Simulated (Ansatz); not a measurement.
One change: `[SiH3][O][GeH]` becomes `[AlH2][O][SiH3]`.

Ansatz, PBE0-D4/def2-TZVP geometries, multiplicity 1. 

Scalar relativity is left out up to krypton.

```
                               property  `[SiH3][O][GeH]`
    HOMO–LUMO gap (PBE/def2-TZVPP) / eV              2.38
  LUMO energy (ωB97M-V/def2-TZVPP) / eV             -0.53
HOMO–LUMO gap (ωB97M-V/def2-TZVPP) / eV              8.46
     LUMO energy (PBE0/def2-TZVPP) / eV             -2.51
     HOMO energy (PBE0/def2-TZVPP) / eV             -6.82
    HOMO energy (B3LYP/def2-TZVPP) / eV             -6.66
```

Question: What does the change do to each property? (An estimate is asked.)

Answer: Computed: 
```tsv
property	`[AlH2][O][SiH3]`	shift
HOMO–LUMO gap (PBE/def2-TZVPP) / eV	4.94	2.56
LUMO energy (ωB97M-V/def2-TZVPP) / eV	0.40	0.93
HOMO–LUMO gap (ωB97M-V/def2-TZVPP) / eV	10.87	2.41
LUMO energy (PBE0/def2-TZVPP) / eV	-1.18	1.33
HOMO energy (PBE0/def2-TZVPP) / eV	-8.24	-1.42
HOMO energy (B3LYP/def2-TZVPP) / eV	-8.05	-1.39
```

With PBE0 the HOMO falls by 1.42 eV and the LUMO rises by 1.33 eV, so the gap widens by about 2.75 eV. PBE moves the HOMO by -1.19 eV and ωB97M-V by -1.50 eV.

B3LYP here is the variant with VWN-RPA as its local correlation; programs differ in this.
